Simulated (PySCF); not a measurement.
A side-by-side comparison of computed properties.

First species: C5H8O2S.
Atom-mapped SMILES: `[CH3:1][O:2][C@H:3]1[S:4][CH2:5][CH2:6][C:7]1=[O:8]` (hydrogens: H9, H10, H11 on C1; H12 on C3; H13, H14 on C5; H15, H16 on C6)

Geometry (GFN2-xTB, Å), atoms numbered from 1 in this order:
```xyz
16
C5H8O2S angstrom
C      2.4406   -0.2189    0.9467
O      1.1663    0.3828    0.8853
C      0.5289    0.2300   -0.3388
S     -0.1822   -1.4427   -0.5418
C     -1.5750   -0.9657    0.5380
C     -1.9305    0.4571    0.1454
C     -0.6919    1.1612   -0.3560
O     -0.6407    2.2889   -0.7524
H      3.1286    0.2495    0.2351
H      2.3735   -1.2904    0.7301
H      2.7990   -0.0674    1.9621
H      1.2007    0.4323   -1.1821
H     -2.3836   -1.6734    0.3757
H     -1.2291   -1.0284    1.5698
H     -2.6588    0.4693   -0.6696
H     -2.3534    1.0247    0.9761
```

Second species: C4H7F2N.
Z-matrix (Å and degrees, GFN2-xTB geometry), rows numbered from 1:
```
N 
C   1  1.4544
C   2  1.5018  1  113.32
C   3  1.3228  2  124.52  1   120.02
C   4  1.4981  3  124.07  2  -177.44
F   5  1.3621  4  110.58  3   122.72
F   5  1.3543  4  112.47  3     4.36
H   1  1.0147  2  110.55  3    59.29
H   1  1.0146  2  110.19  3   -59.69
H   2  1.0926  1  107.93  3   122.44
H   2  1.0952  1  107.46  3  -120.82
H   3  1.0833  2  115.53  1   -57.34
H   4  1.0804  3  122.28  2     1.98
H   5  1.1041  4  112.90  3  -117.63
```

Levels: CAM-B3LYP/def2-SVPD for HOMO energy, LUMO energy, HOMO–LUMO gap and static isotropic polarisability; TDDFT CAM-B3LYP/def2-SVPD for lowest singlet excitation; TDA CAM-B3LYP/def2-SVPD for lowest triplet excitation (Tamm–Dancoff). Geometries: GFN2-xTB. Each structure is a single optimised conformer of the isolated species, non-relativistic unless stated; the electronic structure was computed with PySCF and density fitting.

The conformers computed, where there is a choice (atom-mapped SMILES and torsion angles):
- `[NH2:1][CH2:2]/[CH:3]=[CH:4]/[CH:5]([F:6])[F:7]`: N1–C2–C3–C4 120°, C3–C4–C5–F6 123°, H–N1–C2–C3 59°, H–N1–C2–C3 -60°

The conformers of `CO[C@H]1SCCC1=O` aren't listed.

**Question.** Which has the higher LUMO energy?

**Answer.** The second: 0.63 eV against 0.04 eV, a difference of 0.59 eV.

**Question.** Which has the higher static isotropic polarisability?

**Answer.** The first: 83.8 au against 61.5 au, a difference of 22.3 au.

**Question.** Which of the two has the higher T1 energy, and by how much?

**Answer.** The second: 4.42 eV against 3.68 eV, a difference of 0.74 eV.

**Question.** Which has the higher S1 energy?

**Answer.** The second: 6.13 eV against 4.22 eV, a difference of 1.91 eV.

**Question.** Which of the two has the higher HOMO energy, and by how much?

**Answer.** The first: -8.34 eV against -8.66 eV, a difference of 0.32 eV.

**Question.** Which has the higher HOMO–LUMO gap?

**Answer.** The second: 9.29 eV against 8.38 eV, a difference of 0.91 eV.

On the first: No computed singlet falls in the visible range (750 to 380 nm, 1.65 to 3.26 eV); S1 lies 0.96 eV above its blue end. The 8 singlets span 4.22 to 7.43 eV, and their oscillator strengths add up to 0.16.

On the second: S1 lies 3.16 eV below the HOMO–LUMO gap; its leading configuration is HOMO→LUMO, weight 0.86. The vertical singlet–triplet gap S1 − T1 is 1.71 eV (TDDFT singlet less Tamm–Dancoff triplet; S1: HOMO→LUMO, weight 0.86; T1: HOMO−1→LUMO, weight 0.64).
